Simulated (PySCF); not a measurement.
C6H3Cl, SMILES C#C/C=C(/Cl)C#C. Geometry optimised at PBE0-D3(BJ)/def2-SVP. The structure was generated by enumeration; whether it is a known compound was not checked.

Level of theory: PBE0-D3(BJ)/def2-SVP (PySCF).

Harmonic wavenumbers (cm⁻¹): 105, 142, 186, 264, 318, 463, 466, 514, 630, 675, 687, 708, 718, 780, 863, 1017, 1095, 1328, 1661, 2222, 2240, 3204, 3488, 3489. Rotational constants (GHz): 3.424, 1.489, 1.038; symmetry number 1.

**Question.** Work out the zero-point energy and the ideal-gas rigid-rotor harmonic-oscillator thermochemistry at 298.15 K and 1 atm.

**Answer.** ZPE = ½ Σ hcν = ½ × 27262 cm⁻¹ = 163.06 kJ/mol. H − E(el) = 184.44 kJ/mol. Entropy in J/(mol K): translation 167.43, rotation 119.24, vibration 65.65, total 352.32. G − E(el) = 79.40 kJ/mol. Cp = 114.21 J/(mol K). Modes under 150 cm⁻¹ make the vibrational entropy uncertain.
